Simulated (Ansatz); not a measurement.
Ansatz (an electronic-structure program) input:
A basis named .json is the Basis Set Exchange file of that set.

Ansatz 0.2 input:
```yaml
crystal:
  periodic: [false, false, false]
  atoms:
    - {symbol: Si, position_ang: [-0.53848268, 0.07142093, 0.06098852]}
    - {symbol: F, position_ang: [1.05646224, 0.02262613, -0.15902280]}
    - {symbol: H, position_ang: [-1.15643441, -0.88757867, -0.89288587]}
    - {symbol: H, position_ang: [-0.81296828, -0.31594951, 1.47025172]}
basis:
  gaussian:
    orbitals: aug-cc-pV_D+d_Z.json
magnetization: {spin_polarized: true, initial_magnetization: 1}
correlation: {method: ccsd_t, electrons: outside_noble_gas}
output: {forces: true}
```

Question: Predict the final energy.

Answer: -389.88654 Eh (CCSD(T)/aug-cc-pV(D+d)Z). The basis has 73 functions.

It need not be the lowest isomer of its formula.
